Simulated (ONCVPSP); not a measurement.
## PBE ONCV dataset for caesium, scalar-relativistic all-electron reference.

The input file (ONCVPSP 4.0.1):

```
# ATOM AND REFERENCE CONFIGURATION
# atsym  z   nc   nv     iexc    psfile
  Cs 55.00    9    3        4      upf
#
#   n    l    f
    1    0    2.00
    2    0    2.00
    2    1    6.00
    3    0    2.00
    3    1    6.00
    3    2   10.00
    4    0    2.00
    4    1    6.00
    4    2   10.00
    5    0    2.00
    5    1    6.00
    6    0    1.00
#
# PSEUDOPOTENTIAL AND OPTIMIZATION
# lmax
    2
#
#   l,   rc,      ep,       ncon, nbas, qcut
    0    2.85    0.00    4    8    4.20
    1    2.55    0.00    4    7    6.00
    2    2.85    0.34    3    7    3.20
#
# LOCAL POTENTIAL
# lloc, lpopt,  rc(5),   dvloc0
    4    1    2.45    4.00
#
# VANDERBILT-KLEINMAN-BYLANDER PROJECTORs
# l, nproj, debl
    0    2    2.20
    1    1    3.00
    2    2    4.00
#
# MODEL CORE CHARGE
# icmod, fcfact, rcfact
    3    5.75    1.50
#
# LOG DERIVATIVE ANALYSIS
# epsh1, epsh2, depsh
   -2.00    5.00    0.02
#
# OUTPUT GRID
# rlmax, drl
    6.00    0.01
#
# TEST CONFIGURATIONS
# ncnf
    4
# nvcnf
#   n    l    f
    3
    5    0    2.00
    5    1    6.00
    6    0    0.00
#
    3
    5    0    2.00
    5    1    6.00
    6    0    0.50
#
    4
    5    0    2.00
    5    1    6.00
    6    0    0.00
    6    1    1.00
#
    3
    5    0    1.00
    5    1    6.00
    6    0    1.00
#
```

Command:

```bash
oncvpsp.x < Cs.dat > Cs.out
```

Resulting log (shortened: citation, most of the input echo, consistency checks and plot data are left out):

```
ONCVPSP  (Optimized Norm-Conservinng Vanderbilt PSeudopotential)
scalar-relativistic version 4.0.1

#   n    l    f        energy (Ha)
    1    0    2.00    -1.3156316E+03
    2    0    2.00    -2.0636953E+02
    2    1    6.00    -1.8511681E+02
    3    0    2.00    -4.2903086E+01
    3    1    6.00    -3.6064756E+01
    3    2   10.00    -2.6030661E+01
    4    0    2.00    -8.0956195E+00
    4    1    6.00    -5.9097140E+00
    4    2   10.00    -2.7285956E+00
    5    0    2.00    -9.8238832E-01
    5    1    6.00    -4.9678609E-01
    6    0    1.00    -7.6670109E-02

Reference configufation results
  iterations    27
  all-electron total energy (Ha)   -7.78693031D+03

Begin loop to  construct optimized pseudo wave functions
and semi-local pseudopoentials for all angular momenta

Calculating optimized projector #   1

 for l=   0

    Fraction of norm inside rc  0.953736
    Optimizing pswf for qcut=   4.19 a_B^-1,  ecut=   8.79 Ha
    Residual kinetic energy error=  2.48D-06 Ha

    Energy error per electron        Cutoff
         Ha          eV             Ha
         0.01000     0.27211        3.45
         0.00100     0.02721        5.64
         0.00010     0.00272        6.95
         0.00001     0.00027        8.25

Calculating optimized projector #   2

 for l=   0

    Fraction of norm inside rc  0.048811
    Optimizing pswf for qcut=   4.19 a_B^-1,  ecut=   8.79 Ha
    Residual kinetic energy error=  2.25D-06 Ha

    Energy error per electron        Cutoff
         Ha          eV             Ha
         0.01000     0.27211        1.25
         0.00100     0.02721        4.71
         0.00010     0.00272        6.60
         0.00001     0.00027        8.03

Calculating optimized projector #   1

 for l=   1

    Fraction of norm inside rc  0.765290
    Optimizing pswf for qcut=   6.00 a_B^-1,  ecut=  17.97 Ha
    Residual kinetic energy error=  4.95D-08 Ha

    Energy error per electron        Cutoff
         Ha          eV             Ha
         0.01000     0.27211        5.14
         0.00100     0.02721        9.46
         0.00010     0.00272       12.07
         0.00001     0.00027       14.00

WARNING wellstate: moderately localized bound state found for n= 5 l=  2
WARNING scattering state with energy  0.05000000
WARNING will be used for the first projector

   Wellstate for l =  2  n =  5
     eigenvalue =   0.0500
     asymptotic potential =   0.5500
     half-point radius =  5.7581

   Wellstate for l =  2  n =  9
     eigenvalue =   4.0500
     asymptotic potential =   4.5500
     half-point radius =  5.1670

Calculating optimized projector #   1

 for l=   2

    Fraction of norm inside rc  0.438585
    Optimizing pswf for qcut=   3.20 a_B^-1,  ecut=   5.11 Ha
    Residual kinetic energy error=  1.10D-04 Ha

    Energy error per electron        Cutoff
         Ha          eV             Ha
         0.01000     0.27211        2.88
         0.00100     0.02721        4.06
         0.00010     0.00272        5.50
         0.00001     0.00027       14.11

Calculating optimized projector #   2

 for l=   2

    Fraction of norm inside rc  0.147348
    Optimizing pswf for qcut=   3.20 a_B^-1,  ecut=   5.11 Ha
    Residual kinetic energy error=  2.94D-01 Ha

    Energy error per electron        Cutoff
         Ha          eV             Ha
         0.01000     0.27211        7.36
         0.00100     0.02721       16.10
         0.00010     0.00272       30.64
         0.00001     0.00027       51.01

Construct Vanderbilt / Kleinmman-Bylander projectors

B matrix Hermiticity error, ll=   0
   1   2    3.7791E-05

  Orthonormal projector coefficients -1.2296E+00  6.3038E-01

B matrix Hermiticity error, ll=   2
   1   2   -7.9698E-05

  Orthonormal projector coefficients -1.5598E+00 -8.3523E-01

Model core correction analysis
  based on d2Exc/dn_idn_j

d2excae - all-electron derivatives

   -2.477404D-02   -2.093954D-02   -1.413770D-03
   -2.093950D-02   -2.122553D-02   -2.696900D-03
   -1.412604D-03   -2.692987D-03   -3.025167D-02

d2excps - pseudofunction derivatives with no core correction

   -3.449892D-02   -2.347448D-02   -2.173452D-03
   -2.347495D-02   -2.305969D-02   -2.905670D-03
   -2.173074D-03   -2.901780D-03   -3.031079D-02

rms 2nd derivative error    3.528265E-03

rmatch, rhocmatch    1.3446    2.1438

Teter function model core charge with specified parameters

d2excps - pseudofunction derivatives with core correction

   -1.873511D-02   -1.643888D-02   -1.247067D-03
   -1.643866D-02   -1.837256D-02   -2.554287D-03
   -1.245891D-03   -2.550353D-03   -3.021782D-02

rms 2nd derivative error    3.077138E-03

Pseudoatom total energy  -20.638790

Diagnostic tests using Vanderbilt-Kleinman-Bylander pseudopotentials
  1 or more projectors used as specified by nproj input data

   l    rcore       rmatch      e in        delta e   norm test  slope test

   0   2.8571597   2.9439093  -0.9823883   0.0000006   1.0000835   1.0000796
   0   2.8571597   2.9439093  -0.0766701   0.0000004   1.0000121   1.0000097

   1   2.5501920   2.6276214  -0.4967861  -0.0000012   0.9999983   1.0000040

   2   2.8571597   2.9439093   0.0500000  -0.0000149   0.9999968   0.9999968
   2   2.8571597   2.9439093   4.0500000  -0.0000093   0.9999945   0.9999945

 Testing for bound ghosts
   n   l    E NL Schr. Eq   E Basis Diag.   E Cutoff

   1   0       -0.982388       -0.982387     32.41
   2   0       -0.076670       -0.053585     32.41

   2   1       -0.496787       -0.496741     23.82

   3   2       -0.014110        0.006244     31.49

 Testing for highly-localized positive-energy ghosts
       l    <radius>/rc     E Basis Diag.   E Cutoff

Test configuration 0

   n   l     f        eae           eps        diff
   1   0  2.0000-1315.63155472
   2   0  2.0000 -206.36953090
   2   1  6.0000 -185.11681174
   3   0  2.0000  -42.90308616
   3   1  6.0000  -36.06475557
   3   2 10.0000  -26.03066084
   4   0  2.0000   -8.09561948
   4   1  6.0000   -5.90971403
   4   2 10.0000   -2.72859562
   5   0  2.0000   -0.98238832   -0.98238776    5.58D-07
   5   1  6.0000   -0.49678609   -0.49678729   -1.20D-06
   6   0  1.0000   -0.07667011   -0.07666975    3.54D-07

    Total energies and differences
      AE_ref= -7.78693031D+03  AE_tst= -7.78693031D+03  dif=  0.00D+00
      PS_ref= -2.06387901D+01  PS_tst= -2.06387901D+01  dif= -3.20D-14
      PSP excitation error=  3.20D-14

Test configuration 1

   n   l     f        eae           eps        diff
   1   0  2.0000-1315.82460355
   2   0  2.0000 -206.56249833
   2   1  6.0000 -185.30976430
   3   0  2.0000  -43.09603761
   3   1  6.0000  -36.25770439
   3   2 10.0000  -26.22361763
   4   0  2.0000   -8.28834043
   4   1  6.0000   -6.10238398
   4   2 10.0000   -2.92114000
   5   0  2.0000   -1.17371570   -1.17415192   -4.36D-04
   5   1  6.0000   -0.68612046   -0.68616992   -4.95D-05

    Total energies and differences
      AE_ref= -7.78693031D+03  AE_tst= -7.78678833D+03  dif=  1.42D-01
      PS_ref= -2.06387901D+01  PS_tst= -2.04967717D+01  dif=  1.42D-01
      PSP excitation error= -3.83D-05

Test configuration 2

   n   l     f        eae           eps        diff
   1   0  2.0000-1315.72140573
   2   0  2.0000 -206.45934914
   2   1  6.0000 -185.20662506
   3   0  2.0000  -42.99289667
   3   1  6.0000  -36.15456517
   3   2 10.0000  -26.12047336
   4   0  2.0000   -8.18534318
   4   1  6.0000   -5.99941888
   4   2 10.0000   -2.81825321
   5   0  2.0000   -1.07160835   -1.07175576   -1.47D-04
   5   1  6.0000   -0.58532635   -0.58533256   -6.21D-06
   6   0  0.5000   -0.14088201   -0.14090374   -2.17D-05

    Total energies and differences
      AE_ref= -7.78693031D+03  AE_tst= -7.78687627D+03  dif=  5.40D-02
      PS_ref= -2.06387901D+01  PS_tst= -2.05847363D+01  dif=  5.41D-02
      PSP excitation error= -6.96D-06

Test configuration 3

   n   l     f        eae           eps        diff
   1   0  2.0000-1315.67832270
   2   0  2.0000 -206.41633766
   2   1  6.0000 -185.16358966
   3   0  2.0000  -42.94996069
   3   1  6.0000  -36.11162617
   3   2 10.0000  -26.07753464
   4   0  2.0000   -8.14242884
   4   1  6.0000   -5.95649331
   4   2 10.0000   -2.77530781
   5   0  2.0000   -1.02874967   -1.02936683   -6.17D-04
   5   1  6.0000   -0.54196213   -0.54223724   -2.75D-04
   6   1  1.0000   -0.04760670   -0.04758861    1.81D-05

    Total energies and differences
      AE_ref= -7.78693031D+03  AE_tst= -7.78687993D+03  dif=  5.04D-02
      PS_ref= -2.06387901D+01  PS_tst= -2.05882774D+01  dif=  5.05D-02
      PSP excitation error= -1.25D-04

Test configuration 4

   n   l     f        eae           eps        diff
   1   0  2.0000-1316.07288693
   2   0  2.0000 -206.80760847
   2   1  6.0000 -185.55490609
   3   0  2.0000  -43.34007541
   3   1  6.0000  -36.50172712
   3   2 10.0000  -26.46773890
   4   0  2.0000   -8.52730272
   4   1  6.0000   -6.34041604
   4   2 10.0000   -3.15601258
   5   0  1.0000   -1.35535859   -1.36899062   -1.36D-02
   5   1  6.0000   -0.84508287   -0.84886055   -3.78D-03
   6   0  1.0000   -0.27258316   -0.27335755   -7.74D-04

    Total energies and differences
      AE_ref= -7.78693031D+03  AE_tst= -7.78576598D+03  dif=  1.16D+00
      PS_ref= -2.06387901D+01  PS_tst= -1.94679184D+01  dif=  1.17D+00
      PSP excitation error= -6.53D-03
```

The run took about 5.4 s on one core of a shared server CPU.
